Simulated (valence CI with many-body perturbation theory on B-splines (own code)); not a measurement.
**Which ion has this spectrum?**

A relativistic CI+MBPT calculation for an atom or ion with 22 electrons gives these levels (eV):

| J | Parity | E | g |
| --- | --- | --- | --- |
| 0 | even | 0.000 |  |
| 1 | even | 19.750 | 1.49 |
| 2 | even | 28.695 | 1.31 |
| 4 | even | 29.218 | 1.11 |
| 3 | even | 31.973 | 1.22 |
| 0 | even | 46.575 |  |
| 4 | even | 48.603 | 1.15 |
| 2 | even | 49.274 | 1.10 |
| 3 | even | 50.497 | 1.09 |
| 5 | even | 53.724 | 1.08 |
| 1 | even | 55.927 | 1.18 |
| 6 | even | 56.009 | 1.08 |
| 4 | even | 59.553 | 1.03 |
| 3 | even | 60.231 | 1.12 |

The energies are calculated, and their last digits are not significant.

Problem. Which is it?
A. La35+
B. Nd38+
C. Sm40+
D. Pr37+

Solution. B. Nd38+, ground level (3d3/2^4) J=0.
